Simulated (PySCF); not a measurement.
Species: MeOCOCH(CF3)2, C5H4F6O2.
SMILES with atom numbers: `[CH3:1][O:2][C:3](=[O:4])[CH:5]([C:6]([F:7])([F:8])[F:9])[C:10]([F:11])([F:12])[F:13]` (hydrogens: H14, H15, H16 on C1; H17 on C5)

Computed by this run: PySCF, PBE0-D3(BJ)/def2-SVP geometry optimisation, gas phase; density fitting, grid level 1; the optimiser is geomeTRIC in internal coordinates, started from a GFN2-xTB structure.

At the end of the run (lengths in Å): C3–C5 1.525, O2–C3 1.325, C1–H15 1.095, C1–H16 1.099, C1–H14 1.099, C5–C10 1.526, C5–C6 1.526, O2–C3–O4 125.3°, C3–C5–C6 112.1°, O2–C3–C5 111.4°, C6–C5–C10 113.5°, C1–O2–C3–O4 1°, O2–C3–C5–C6 59°, C3–C5–C6–F7 163°, H14–C1–O2–C3 -58°, H17–C5–C6–F7 48°.

Task: These geometries were met on the way; a selection of coordinates is given. Order them by energy above the end point, lowest first.
A. C3–C5 1.525, O2–C3 1.325, C1–H15 1.095, C1–H16 1.099, C1–H14 1.100, C5–C10 1.526, C5–C6 1.526, O2–C3–O4 125.3°, C3–C5–C6 112.2°, O2–C3–C5 111.4°, C6–C5–C10 113.4°, C1–O2–C3–O4 1°, O2–C3–C5–C6 62°, C3–C5–C6–F7 167°, H14–C1–O2–C3 -69°, H17–C5–C6–F7 52°
B. C3–C5 1.516, O2–C3 1.328, C1–H15 1.096, C1–H16 1.099, C1–H14 1.100, C5–C10 1.534, C5–C6 1.533, O2–C3–O4 124.2°, C3–C5–C6 113.0°, O2–C3–C5 112.9°, C6–C5–C10 112.9°, C1–O2–C3–O4 1°, O2–C3–C5–C6 62°, C3–C5–C6–F7 166°, H14–C1–O2–C3 -71°, H17–C5–C6–F7 52°
C. C3–C5 1.554, O2–C3 1.315, C1–H15 1.086, C1–H16 1.091, C1–H14 1.091, C5–C10 1.531, C5–C6 1.531, O2–C3–O4 127.1°, C3–C5–C6 110.4°, O2–C3–C5 110.2°, C6–C5–C10 112.1°, C1–O2–C3–O4 0°, O2–C3–C5–C6 62°, C3–C5–C6–F7 172°, H14–C1–O2–C3 -74°, H17–C5–C6–F7 54°

Result: A (0.005 eV), B (0.022 eV), C (0.065 eV).

| step | E above end (eV) | rms distance from the end, all atoms (Å) | largest force (eV/Å) | rms shift of all bonds from the end (Å) |
| --- | --- | --- | --- | --- |
| 4 | 0.005 | 0.078 | 0.110 | 0.000 |
| 1 | 0.022 | 0.099 | 0.498 | 0.004 |
| 0 | 0.065 | 0.129 | 1.131 | 0.009 |

Rows stand in the order of the answer.
